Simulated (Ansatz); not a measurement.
`CC1CCN1` + `[OH][In]([Cl])[Cl]` → `C[O][In]([Cl])[Cl]` + `C1CNC1`  (substitution at a C–C bond)

Gas-phase electronic energies from Ansatz, PBE0-D4/def2-TZVP geometries. CCSD(T)/CBS adds triple-zeta CCSD(T) − MP2 to the extrapolated MP2 energy (def2 sets, frozen cores). Functionals use def2-TZVPP. B3LYP here is the variant with VWN-RPA as its local correlation; programs differ in this. Elements past krypton have def2 core potentials. For In outer-core shells are correlated without core-valence functions, which leaves a few kJ/mol of doubt a bond. One conformer a species, not always the lowest.

`CC1CCN1`:

Z-matrix (Å, degrees):
```
C
C 1 1.514
H 1 1.094 2 111.1
H 1 1.094 2 110.8 3 120.3
H 1 1.094 2 110.9 3 -120.1
C 2 1.542 1 114.5 3 46.5
N 2 1.477 1 115.1 3 -54.2
H 2 1.096 1 109.6 3 177.8
C 6 1.537 2 86.4 1 -101.3
H 6 1.090 2 116.5 1 17.5
H 6 1.090 2 113.0 1 145.4
H 7 1.013 2 115.0 1 -19.2
H 9 1.097 6 112.6 2 100.5
H 9 1.093 6 117.1 2 -132.9
```

`[OH][In]([Cl])[Cl]`:

```xyz
5

O    -1.295   -0.103   -0.884
In    0.184    0.091    0.389
Cl    2.341   -0.363   -0.292
Cl   -0.243    0.764    2.536
H    -0.986   -0.389   -1.749
```

`C[O][In]([Cl])[Cl]`:

Cartesian coordinates in Å:
```
C -0.812 -1.013 -0.490
O -0.508 0.353 -0.676
In 0.823 1.276 0.422
Cl 2.034 0.031 1.943
Cl 1.187 3.522 0.161
H -0.977 -1.466 -1.472
H -1.730 -1.126 0.099
H -0.017 -1.577 0.012
```

`C1CNC1`:

Cartesian coordinates in Å:
```
C -0.921 0.107 0.313
C 0.485 0.101 0.931
N 0.969 -0.603 -0.267
C -0.207 -0.146 -1.024
H -1.513 -0.751 0.631
H -1.514 1.016 0.408
H 0.882 1.120 1.043
H 0.631 -0.438 1.871
H 1.868 -0.304 -0.623
H -0.047 0.788 -1.580
H -0.634 -0.890 -1.701
```

Is it downhill or uphill in electronic energy at CCSD(T)/CBS, and by how much? (Best estimate.)

Computed: Uphill: ΔE = +0.79 eV.

What do these levels give: PBE-D4, r2SCAN-D4, B3LYP-D4, B2PLYP, PBE, HF/def2-TZVPP, CCSD/def2-TZVPP, CCSD(T)/def2-TZVPP, HF/def2-QZVPP, SCS-MP2/def2-QZVPP, MP2/CBS(def2), CCSD/CBS(def2)? (An estimate is asked.)

The calculation gave: PBE-D4 0.73, r2SCAN-D4 0.75, B3LYP-D4 0.70, B2PLYP 0.72, PBE 0.71, HF/def2-TZVPP 0.65, CCSD/def2-TZVPP 0.76, CCSD(T)/def2-TZVPP 0.77, HF/def2-QZVPP 0.65, SCS-MP2/def2-QZVPP 0.78, MP2/CBS(def2) 0.85, CCSD/CBS(def2) 0.78 eV.

Largest T1 diagnostic among the species: 0.015.

From PBE to PBE0 (25 % exact exchange), in def2-TZVPP and without D4, ΔE moves by +0.03 eV. The D4 term adds +0.03 eV with B3LYP and +0.02 eV with PBE0; it sums over pairs of atoms, weighted by their polarisabilities, and B3LYP, whose exchange is more repulsive, gets the larger term. In def2-TZVPP, CCSD(T) changes the Hartree–Fock value by +0.11 eV (the triples alone add +0.01 eV) and MP2 by +0.18 eV.
